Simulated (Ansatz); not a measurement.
A short molecular-dynamics run on C2H3BO2.

```yaml
crystal:
  periodic: [false, false, false]
  atoms:
    - {symbol: O, position_ang: [1.240774, -1.645265, 1.003246]}
    - {symbol: C, position_ang: [0.523307, -0.781337, 0.571059]}
    - {symbol: B, position_ang: [0.051856, 0.678199, 0.614625]}
    - {symbol: C, position_ang: [0.209541, -0.245648, -0.744729]}
    - {symbol: O, position_ang: [-1.050629, 0.474993, -0.468472]}
    - {symbol: H, position_ang: [0.301629, 1.782725, 0.953804]}
    - {symbol: H, position_ang: [0.558819, -0.170287, -1.764458]}
    - {symbol: H, position_ang: [-1.743096, -0.150479, -0.220873]}
basis:
  gaussian: {orbitals: def2-SVP}
hamiltonian: {xc: {name: PBE}}
md: {timestep: 1 fs, n_steps: 20, ensemble: nve, temperature: 1000, initial_velocities: maxwell_boltzmann, seed: 213}
```

```sh
$ ansatz run in.yaml --threads 2 --pin off --events-out ev --progress --plain --max-ram 4352MiB
```

```csv
step,time (fs),potential energy (eV),kinetic (eV),T (K),conserved (eV)
0,0.0,-6877.2060,0.7756,1000,-6876.4305
1,1.0,-6877.0722,0.6527,842,-6876.4195
2,2.0,-6876.8615,0.4580,591,-6876.4035
3,3.0,-6876.7937,0.3846,496,-6876.4091
4,4.0,-6876.8091,0.3931,507,-6876.4161
5,5.0,-6876.7944,0.3776,487,-6876.4168
6,6.0,-6876.7229,0.3069,396,-6876.4160
7,7.0,-6876.6210,0.2136,275,-6876.4074
8,8.0,-6876.6182,0.2137,275,-6876.4046
9,9.0,-6876.7477,0.3306,426,-6876.4171
10,10.0,-6876.8396,0.4178,539,-6876.4218
11,11.0,-6876.8136,0.3967,512,-6876.4168
12,12.0,-6876.7513,0.3454,445,-6876.4060
13,13.0,-6876.8031,0.3947,509,-6876.4084
14,14.0,-6876.9306,0.5090,656,-6876.4216
15,15.0,-6876.9440,0.5201,671,-6876.4239
16,16.0,-6876.8047,0.3931,507,-6876.4116
17,17.0,-6876.6893,0.2880,371,-6876.4013
18,18.0,-6876.7367,0.3267,421,-6876.4101
19,19.0,-6876.8378,0.4208,543,-6876.4169
20,20.0,-6876.8817,0.4637,598,-6876.4180
```

Velocities are drawn at the set temperature; a run this short doesn't reach equilibrium.

Frames (Å, forces in eV/Å):

```xyz
8
time=0.0 fs
O     1.241   -1.645    1.003    0.820   -0.936    0.533
C     0.523   -0.781    0.571   -0.379    0.092    0.107
B     0.052    0.678    0.615   -0.125    0.054    0.225
C     0.210   -0.246   -0.745   -0.195   -0.019   -0.081
O    -1.051    0.475   -0.468   -0.014    0.683   -0.465
H     0.302    1.783    0.954    0.134    0.501    0.111
H     0.559   -0.170   -1.764    0.252    0.087   -0.657
H    -1.743   -0.150   -0.221   -0.493   -0.462    0.226
8
time=1.0 fs
O     1.239   -1.641    1.002    0.998   -1.203    0.623
C     0.520   -0.784    0.567   -0.336    0.087    0.334
B     0.061    0.673    0.609   -0.214    1.104    0.681
C     0.208   -0.245   -0.736   -0.861   -0.120    1.349
O    -1.046    0.473   -0.467   -1.538   -0.502   -0.096
H     0.294    1.822    0.943    0.022   -0.352   -0.106
H     0.528   -0.132   -1.709    1.061    0.192   -2.721
H    -1.783   -0.184   -0.258    0.867    0.794   -0.064
8
time=2.0 fs
O     1.237   -1.638    1.001    1.114   -1.386    0.678
C     0.517   -0.786    0.564   -0.233   -0.005    0.624
B     0.070    0.669    0.605   -0.351    1.954    1.061
C     0.206   -0.244   -0.727   -1.132   -0.207    1.637
O    -1.043    0.470   -0.466   -2.507   -1.150    0.011
H     0.288    1.858    0.931   -0.031   -1.006   -0.245
H     0.508   -0.093   -1.680    1.478    0.283   -3.688
H    -1.815   -0.210   -0.296    1.662    1.517   -0.077
8
time=3.0 fs
O     1.236   -1.636    1.000    1.169   -1.482    0.698
C     0.513   -0.788    0.561   -0.085   -0.170    0.979
B     0.079    0.666    0.601   -0.519    2.514    1.354
C     0.203   -0.243   -0.716   -0.752    0.019   -0.122
O    -1.041    0.467   -0.465   -2.937   -1.281   -0.047
H     0.280    1.884    0.917   -0.030   -1.397   -0.300
H     0.502   -0.050   -1.686    1.234    0.062   -2.632
H    -1.831   -0.221   -0.335    1.920    1.737    0.069
8
time=4.0 fs
O     1.236   -1.634    1.000    1.168   -1.498    0.687
C     0.509   -0.791    0.558    0.085   -0.363    1.346
B     0.087    0.666    0.598   -0.692    2.747    1.537
C     0.200   -0.242   -0.706   -0.090    0.506   -2.726
O    -1.041    0.463   -0.464   -2.867   -0.969   -0.197
H     0.273    1.897    0.900    0.012   -1.523   -0.280
H     0.507   -0.007   -1.717    0.678   -0.419   -0.650
H    -1.829   -0.216   -0.373    1.707    1.519    0.283
8
time=5.0 fs
O     1.236   -1.634    1.000    1.117   -1.452    0.652
C     0.506   -0.793    0.557    0.246   -0.508    1.636
B     0.095    0.668    0.597   -0.856    2.615    1.579
C     0.196   -0.241   -0.697    0.454    0.962   -4.727
O    -1.043    0.459   -0.463   -2.178   -0.168   -0.387
H     0.265    1.895    0.880    0.085   -1.384   -0.194
H     0.519    0.032   -1.754    0.201   -0.870    0.937
H    -1.810   -0.196   -0.408    0.932    0.805    0.506
8
time=6.0 fs
O     1.237   -1.634    1.001    1.030   -1.368    0.598
C     0.502   -0.796    0.557    0.372   -0.531    1.775
B     0.102    0.672    0.598   -1.012    2.078    1.462
C     0.193   -0.239   -0.692    0.791    1.235   -5.729
O    -1.046    0.454   -0.462   -0.747    1.173   -0.540
H     0.259    1.880    0.858    0.183   -0.959   -0.050
H     0.533    0.063   -1.782   -0.102   -1.156    1.813
H    -1.783   -0.169   -0.439   -0.515   -0.471    0.671
8
time=7.0 fs
O     1.239   -1.635    1.002    0.920   -1.272    0.530
C     0.499   -0.800    0.559    0.450   -0.394    1.731
B     0.107    0.678    0.599   -1.163    1.123    1.203
C     0.191   -0.236   -0.692    0.964    1.312   -5.855
O    -1.049    0.451   -0.462    0.942    2.626   -0.587
H     0.254    1.855    0.836    0.303   -0.237    0.143
H     0.546    0.082   -1.793   -0.256   -1.275    2.120
H    -1.760   -0.146   -0.463   -2.160   -1.883    0.716
8
time=8.0 fs
O     1.241   -1.637    1.003    0.797   -1.175    0.453
C     0.496   -0.804    0.562    0.490   -0.112    1.513
B     0.112    0.686    0.602   -1.300   -0.143    0.853
C     0.189   -0.232   -0.697    1.004    1.201   -5.249
O    -1.052    0.448   -0.462    1.439    3.015   -0.580
H     0.252    1.829    0.816    0.432    0.702    0.354
H     0.557    0.090   -1.784   -0.279   -1.245    1.972
H    -1.758   -0.141   -0.480   -2.583   -2.244    0.683
8
time=9.0 fs
O     1.244   -1.640    1.004    0.658   -1.073    0.369
C     0.494   -0.808    0.566    0.517    0.249    1.169
B     0.116    0.693    0.605   -1.403   -1.401    0.498
C     0.188   -0.227   -0.706    0.873    0.888   -3.945
O    -1.054    0.448   -0.462    0.248    1.958   -0.644
H     0.254    1.809    0.798    0.540    1.588    0.526
H     0.565    0.085   -1.756   -0.141   -1.046    1.334
H    -1.781   -0.158   -0.491   -1.292   -1.164    0.693
8
time=10.0 fs
O     1.247   -1.643    1.006    0.495   -0.949    0.278
C     0.492   -0.811    0.571    0.558    0.601    0.764
B     0.119    0.699    0.609   -1.439   -2.169    0.219
C     0.187   -0.221   -0.718    0.467    0.355   -1.904
O    -1.056    0.449   -0.463   -1.259    0.577   -0.755
H     0.262    1.804    0.786    0.577    1.997    0.592
H     0.572    0.071   -1.715    0.230   -0.641    0.078
H    -1.816   -0.185   -0.495    0.370    0.231    0.729
8
time=11.0 fs
O     1.251   -1.647    1.008    0.301   -0.785    0.177
C     0.491   -0.815    0.577    0.629    0.860    0.366
B     0.120    0.703    0.613   -1.373   -2.150    0.050
C     0.188   -0.215   -0.731   -0.243   -0.330    0.692
O    -1.059    0.450   -0.464   -2.123   -0.340   -0.839
H     0.274    1.819    0.779    0.505    1.675    0.535
H     0.580    0.050   -1.673    0.848   -0.075   -1.705
H    -1.847   -0.211   -0.492    1.455    1.146    0.723
8
time=12.0 fs
O     1.255   -1.651    1.010    0.082   -0.575    0.070
C     0.490   -0.817    0.583    0.727    0.987    0.036
B     0.120    0.705    0.617   -1.208   -1.509   -0.039
C     0.187   -0.209   -0.744   -0.927   -0.890    2.900
O    -1.063    0.451   -0.466   -2.314   -0.721   -0.875
H     0.292    1.850    0.778    0.336    0.807    0.401
H     0.597    0.029   -1.648    1.401    0.380   -3.158
H    -1.865   -0.225   -0.482    1.903    1.522    0.664
8
time=13.0 fs
O     1.258   -1.656    1.012   -0.150   -0.328   -0.042
C     0.489   -0.819    0.589    0.835    0.985   -0.201
B     0.119    0.706    0.621   -0.984   -0.668   -0.096
C     0.187   -0.204   -0.755   -0.927   -1.014    3.397
O    -1.068    0.451   -0.468   -2.000   -0.644   -0.863
H     0.313    1.888    0.780    0.123   -0.186    0.258
H     0.627    0.011   -1.653    1.274    0.408   -3.027
H    -1.864   -0.225   -0.465    1.830    1.445    0.575
8
time=14.0 fs
O     1.262   -1.661    1.014   -0.381   -0.058   -0.154
C     0.489   -0.820    0.594    0.935    0.896   -0.358
B     0.117    0.706    0.625   -0.751    0.047   -0.160
C     0.185   -0.200   -0.763   -0.154   -0.823    2.314
O    -1.074    0.451   -0.471   -1.183   -0.086   -0.825
H     0.335    1.924    0.785   -0.084   -0.996    0.143
H     0.670   -0.003   -1.687    0.398    0.127   -1.452
H    -1.846   -0.211   -0.444    1.220    0.894    0.492
8
time=15.0 fs
O     1.265   -1.666    1.016   -0.599    0.213   -0.259
C     0.490   -0.820    0.600    1.015    0.769   -0.472
B     0.114    0.706    0.629   -0.540    0.505   -0.253
C     0.183   -0.197   -0.769    0.773   -0.651    0.991
O    -1.082    0.451   -0.474    0.227    1.009   -0.828
H     0.356    1.951    0.791   -0.255   -1.518    0.069
H     0.716   -0.016   -1.734   -0.619   -0.118    0.269
H    -1.817   -0.189   -0.417   -0.002   -0.209    0.483
8
time=16.0 fs
O     1.268   -1.671    1.018   -0.790    0.462   -0.347
C     0.492   -0.820    0.605    1.065    0.653   -0.574
B     0.111    0.707    0.633   -0.367    0.690   -0.377
C     0.182   -0.194   -0.774    1.416   -0.609    0.179
O    -1.089    0.452   -0.478    1.896    2.346   -0.941
H     0.375    1.964    0.798   -0.378   -1.754    0.031
H     0.757   -0.029   -1.780   -1.352   -0.211    1.418
H    -1.787   -0.168   -0.386   -1.490   -1.577    0.612
8
time=17.0 fs
O     1.271   -1.675    1.020   -0.937    0.667   -0.411
C     0.495   -0.819    0.610    1.074    0.583   -0.683
B     0.108    0.708    0.636   -0.235    0.610   -0.526
C     0.182   -0.191   -0.780    1.725   -0.655   -0.090
O    -1.095    0.454   -0.482    2.633    2.870   -1.031
H     0.390    1.959    0.805   -0.445   -1.726    0.025
H     0.784   -0.045   -1.811   -1.746   -0.193    1.983
H    -1.771   -0.163   -0.349   -2.070   -2.156    0.733
8
time=18.0 fs
O     1.273   -1.679    1.021   -1.029    0.813   -0.445
C     0.499   -0.817    0.614    1.035    0.569   -0.808
B     0.104    0.710    0.639   -0.157    0.266   -0.693
C     0.184   -0.189   -0.785    1.768   -0.738    0.046
O    -1.099    0.457   -0.487    1.789    1.915   -0.768
H     0.401    1.938    0.812   -0.445   -1.433    0.052
H     0.795   -0.063   -1.824   -1.861   -0.116    2.105
H    -1.776   -0.178   -0.305   -1.100   -1.276    0.512
8
time=19.0 fs
O     1.274   -1.683    1.022   -1.067    0.903   -0.454
C     0.503   -0.816    0.618    0.946    0.603   -0.943
B     0.100    0.712    0.641   -0.152   -0.351   -0.883
C     0.187   -0.188   -0.790    1.555   -0.827    0.535
O    -1.102    0.462   -0.492    0.445    0.372   -0.182
H     0.408    1.904    0.820   -0.364   -0.862    0.117
H     0.788   -0.081   -1.816   -1.722   -0.004    1.830
H    -1.790   -0.206   -0.257    0.359    0.165   -0.020
8
time=20.0 fs
O     1.275   -1.686    1.023   -1.061    0.948   -0.444
C     0.508   -0.813    0.620    0.810    0.656   -1.076
B     0.096    0.713    0.642   -0.234   -1.211   -1.099
C     0.191   -0.187   -0.795    1.034   -0.910    1.455
O    -1.105    0.467   -0.498   -0.413   -0.822    0.428
H     0.411    1.861    0.829   -0.194   -0.027    0.228
H     0.764   -0.100   -1.791   -1.283    0.133    1.069
H    -1.802   -0.232   -0.208    1.341    1.232   -0.561
```

Run time 29 s (2 threads of an Intel Xeon Platinum 8488C on a shared host); peak host memory 0.13 GiB.
